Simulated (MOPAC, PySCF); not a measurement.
C₄H₅N, SMILES `[C-]#[N+]CC=C` (N–C–C–C torsion 125°), neutral singlet in the gas phase. 

Cartesian coordinates (Å):
```xyz
10

C     -2.5034     1.3547    -0.7991
N     -1.7415     0.5378    -0.4682
C     -0.7868    -0.4362    -0.0484
C      0.4628     0.2046     0.4864
C      1.6759    -0.0690     0.0323
H     -0.5545    -1.0847    -0.8942
H     -1.2614    -1.0506     0.7216
H      0.3181     0.9149     1.2932
H      1.8352    -0.7664    -0.7820
H      2.5556     0.3947     0.4584
```
Charge 0, multiplicity 1.

All levels are single points at this geometry (B3LYP-D3(BJ)/def2-TZVP); Pople sets use spherical d functions. Orbital energies aren't observables, and empty levels follow the basis.

```
level                            HOMO (eV)  LUMO (eV)  gap (eV)  dipole (D)  vertical IE, Delta-SCF (eV)
-------------------------------  ---------  ---------  --------  ----------  ---------------------------
B3LYP-D3(BJ)/def2-TZVP in PySCF      -8.04      -0.69      7.36        3.93                        10.31
PBE-D3(BJ)/def2-TZVP in PySCF        -6.96      -1.53      5.43        4.01                            –
B3LYP/3-21G in PySCF                 -7.60      -0.04      7.56        3.80                            –
B3LYP/6-311+G** in PySCF             -8.06      -0.78      7.28        3.97                            –
B3LYP/6-31G* in PySCF                -7.67      -0.12      7.54        3.73                        10.04
M06-2X/6-31G* in PySCF               -9.24       1.04     10.29        3.69                            –
PBE/6-31G* in PySCF                  -6.46      -1.03      5.44        3.81                            –
SVWN5/6-31G* in PySCF                -6.46      -1.23      5.23        3.88                            –
HF/3-21G in PySCF                   -10.64       4.35     14.99        3.58                            –
HF/STO-3G in PySCF                   -9.24       7.89     17.13        3.04                            –
PM3 in MOPAC                        -10.96       0.36     11.32        3.96                            –
PM6 in MOPAC                        -10.78       0.55     11.33        3.18                            –
PM7 in MOPAC                        -10.78       0.52     11.30        2.81                            –
```
